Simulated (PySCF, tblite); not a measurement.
Isomers of C6H13OP. All values are computed: GFN2-xTB (tblite) harmonic vibrations without scaling, gas phase. Errors from tens to a few hundred cm⁻¹ against measured bands are possible. One conformer each.

Electronic energies: PBE0/pcSseg-1 single points on the GFN2-xTB geometries (PySCF, gas phase).

```
                SMILES  electronic energy, lowest = 0 (kJ/mol)
       CO/C=P/C(C)(C)C                                   248.2
           CCCC/P=C/OC                                   245.3
CC[C@H]1C[P@](C)(=O)C1                                    80.3
         CP1(=O)CCCCC1                                     0.0
```

Problem. How do GFN2-xTB zero-point energies change the relative energies?

Solution. 
| SMILES | ZPE (kJ/mol) | of it from modes above 1550 cm⁻¹ | electronic (kJ/mol) | with ZPE, lowest = 0 (kJ/mol) | lowest mode (cm⁻¹) | rings |
| --- | --- | --- | --- | --- | --- | --- |
| CP1(=O)CCCCC1 | 473.7 | 231.3 | 0.0 | 0.0 | 115 | 1 |
| CC[C@H]1C[P@](C)(=O)C1 | 469.2 | 233.8 | 80.3 | 75.8 | 13 | 1 |
| CCCC/P=C/OC | 468.2 | 231.7 | 245.3 | 239.8 | 34 | 0 |
| CO/C=P/C(C)(C)C | 465.4 | 233.4 | 248.2 | 239.9 | 41 | 0 |

The zero-point energies span 8.3 kJ/mol, from `CO/C=P/C(C)(C)C` to `CP1(=O)CCCCC1`. The order is unchanged.

Problem. And how do the electronic energies of GFN2-xTB itself compare?

Solution. `CP1(=O)CCCCC1` 0.0; `CC[C@H]1C[P@](C)(=O)C1` 77.4; `CCCC/P=C/OC` 300.3; `CO/C=P/C(C)(C)C` 296.6 kJ/mol, lowest = 0. Against the energies above, taken from the same isomer `CP1(=O)CCCCC1`, the largest difference is 55.0 kJ/mol.

Problem. What do entropy and thermal enthalpy add at 298.15 K and 1 bar (rigid rotor, harmonic oscillator, one conformer each)?

Solution. 
| SMILES | point group | symmetry number | S (J/(mol K)) | H − H(0) (kJ/mol) | ZPE + H − H(0) − TS (kJ/mol) |
| --- | --- | --- | --- | --- | --- |
| CP1(=O)CCCCC1 | Cs | 1 | 382.0 | 26.39 | 386.2 |
| CCCC/P=C/OC | C1 | 1 | 446.7 | 31.93 | 367.0 |
| CO/C=P/C(C)(C)C | Cs | 1 | 435.4 | 32.41 | 368.0 |

Not tabulated: `CC[C@H]1C[P@](C)(=O)C1` (lowest mode only 13 cm⁻¹).
